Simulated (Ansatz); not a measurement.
Cl2FHMoO2, SMILES `[O]=[Mo]([OH])([F])([Cl])[Cl]` at its PBE0-D4/def2-TZVP geometry, where that method's forces vanish. Charge 0, multiplicity 1. Mo: def2 effective core potential.

| atom | x (Å) | y (Å) | z (Å) |
| --- | --- | --- | --- |
| O1 | -1.224 | -0.584 | 1.350 |
| Mo2 | -0.063 | -0.268 | 0.234 |
| O3 | -0.313 | 1.534 | -0.113 |
| F4 | 1.494 | 0.211 | 1.120 |
| Cl5 | 0.977 | -2.286 | -0.008 |
| Cl6 | -1.003 | -0.686 | -1.815 |
| H7 | 0.132 | 2.080 | -0.769 |

Question: For each bond, give half the difference of the two atoms' forces along it (eV/Å; positive pushes the atoms apart) under PBE-D4, r2SCAN-D4, B3LYP-D4, ωB97M-V in def2-TZVPP. (Estimate.)

Answer: The calculation gave: 
| bond | length (Å) | PBE-D4 | r2SCAN-D4 | B3LYP-D4 | ωB97M-V |
| --- | --- | --- | --- | --- | --- |
| O1–Mo2 | 1.641 | 1.40 | 0.80 | 0.52 | -0.60 |
| Mo2–O3 | 1.852 | 0.38 | 0.24 | 0.26 | -0.05 |
| Mo2–F4 | 1.854 | 0.29 | 0.04 | 0.20 | 0.01 |
| Mo2–Cl5 | 2.283 | -0.16 | -0.09 | 0.10 | 0.19 |
| Mo2–Cl6 | 2.293 | -0.13 | -0.05 | 0.12 | 0.19 |
| O3–H7 | 0.963 | 0.20 | -0.06 | -0.12 | -0.02 |

B3LYP here is the variant with VWN-RPA as its local correlation; programs differ in this.

Results of the Gaussian-basis code of Ansatz.
